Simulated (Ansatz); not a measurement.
The cation of IIn (`[In][I]`) at the neutral geometry.

```yaml
crystal:
  periodic: [false, false, false]
  atoms:
    - {symbol: In, position_ang: [0.000000, 0.000000, 0.008980]}
    - {symbol: I, position_ang: [-0.000000, -0.000000, 2.780230]}
basis:
  gaussian: {orbitals: def2-QZVPP}
total_charge: 1
magnetization: {spin_polarized: true, initial_magnetization: 1}
correlation: {method: mp2}
scf: {omitted_lower_state_checks: [cluster_reference]}
```

```sh
$ ansatz run in.yaml --threads 4 --pin off --events-out ev --progress --plain --max-ram 10444MiB
```

Output, abridged:

```
Functional definition: HF
1048 factors; integrals over basis functions are off by at most 8.3e-4 eV
mean field evaluation 1: about -13213.1353 eV, gradient 1.8e1 eV
mean field evaluation 2: about -13213.1783 eV, gradient 1.8e1 eV
mean field evaluation 4: about -13215.8046 eV, gradient 2.4e0 eV
mean field evaluation 8: about -13215.9372 eV, gradient 2.6e-1 eV
mean field evaluation 64: about -13215.5431 eV, gradient 6.8e-1 eV
mean field evaluation 96: about -13215.7601 eV, gradient 8.3e-1 eV
mean field evaluation 128: about -13215.5035 eV, gradient 1.2e0 eV
mean field -13215.94023451 eV, -485.6768455321 hartree, gradient 4.5e-6 eV, S^2 0.810290; 16 other end points of the search recorded, 0 dependent functions left out
8 core orbitals not correlated: weight in the atoms' cores, before any rotation towards them, 1.000 or more for the frozen orbitals, at most 0.000 for the correlated occupied ones
reference -13215.94023451 eV, -485.6768455321 hartree; 15, 14 occupied and 141, 142 virtual orbitals, 1048 factors
second order -29.29132101 eV of doubles, -0.00000000 eV of singles
Total energy: -13245.23155552 eV, -486.7532817249 hartree
Checks for a lower state left out: cluster_reference
```

Hardware: 4 threads of an AMD EPYC 7R43 on a shared host. Wall time 17 s, peak host memory 0.45 GiB.
